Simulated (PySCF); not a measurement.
Species: C2H2BF3.
Structure used (PBE0-D3(BJ)/def2-SVP), in Å, numbered top down from 1:
```xyz
8
C2H2BF3 angstrom
B     -1.3230   -0.1568    0.1653
C      0.0498    0.4899    0.0771
F      0.2225    1.8082    0.2711
C      1.1839   -0.1949   -0.2088
F      2.3577    0.3492   -0.2971
F      1.2317   -1.4724   -0.4266
H     -1.4289   -1.3426   -0.0130
H     -2.2826    0.5287    0.4095
```

The closed-shell ground state was solved at several levels (PySCF, density fitting, gas phase, non-relativistic).

```
            level  basis functions  total energy (Eh)  HOMO (eV)  LUMO (eV)  gap (eV)  dipole (D)
mPW1PW91/pcSseg-2              244          -401.8028      -8.05      -2.39      5.66        1.01
wB97X-D/def2-SVPD              145          -401.3337      -9.96      -0.58      9.38        0.95
      B3LYP/pcJ-1              182          -401.7419      -7.79      -2.60      5.19        1.03
```

Problem. Estimate the row for PBE0/pcSseg-1, a basis of 112 functions; the other rows only guide the guess.

Solution. Total energy -401.2882 Eh, HOMO -8.00 eV, LUMO -2.38 eV, gap 5.62 eV, dipole 1.05 D.

Problem. Over all these levels, which gives the widest orbital gap and which the narrowest?

Solution. wB97X-D/def2-SVPD (range-separated hybrid) has the widest, 9.38 eV, and B3LYP/pcJ-1 (global hybrid, 20 % exact exchange) the narrowest, 5.19 eV. Functional and basis both differ between the two, so the spread mixes both effects.

Problem. How far do the dipole and the HOMO energy spread over the levels?

Solution. The dipole runs from 0.95 to 1.05 D (mean 1.01 D) and the HOMO from -9.96 to -7.79 eV.

Note: wB97X-D ran without an empirical dispersion term, which enters the total energy and its gradient alone.
